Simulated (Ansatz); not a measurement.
```json
{"atom": "N", "x (Å)": "0.0000", "y (Å)": "0.0000", "z (Å)": "-0.5605"}
{"atom": "O", "x (Å)": "0.0000", "y (Å)": "0.0000", "z (Å)": "0.4905"}
```

Basis set: def2-TZVP (spherical functions). Correlated methods keep 2 orbitals frozen. Charge 0, multiplicity 2.

Computed with Ansatz (development build ahead of 0.2.0); each method stands on the lowest determinant of its kind that the runs found.

The atomization energy at this shape (free ground-state atoms in the same class of orbitals less the molecule, no zero-point energy) of doublet NO:

| method | atomization energy |
| --- | --- |
| UHF-MP2 | 572.1 kJ/mol |

(1) What does UHF give?

Answers

(1) 197.6 kJ/mol. Caution: the shape is not the minimum.
